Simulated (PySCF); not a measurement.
Computed shifts of a molecule C3H9AlO2, HF/pcSseg-1 in PySCF, GIAO, gas phase, equivalent atoms averaged, in ppm (number of nuclei): ¹³C: 50.7 (1), 12.3 (1), -5.0 (1). ¹H: 3.82 (3), 2.12 (1), 1.38 (3), 0.25 (2). References: ¹³C against TMS (σ = 192.6 ppm); ¹H against TMS (σ = 31.99 ppm); ¹⁷O against H2O (σ = 333.0 ppm), references at their B3LYP-D3(BJ)/def2-TZVP geometries, non-relativistic. The structure is a stationary point at B3LYP-D3(BJ)/def2-SVP. The values are those of a single conformer.

Task: Which molecule gave these data?
(A) CC(C)[O][AlH][OH]
(B) CC[O][AlH][O]C
(C) CC[O][Al]([CH3])[OH]
(D) C[CH2][Al]([OH])[O]C

Result: D, C[CH2][Al]([OH])[O]C
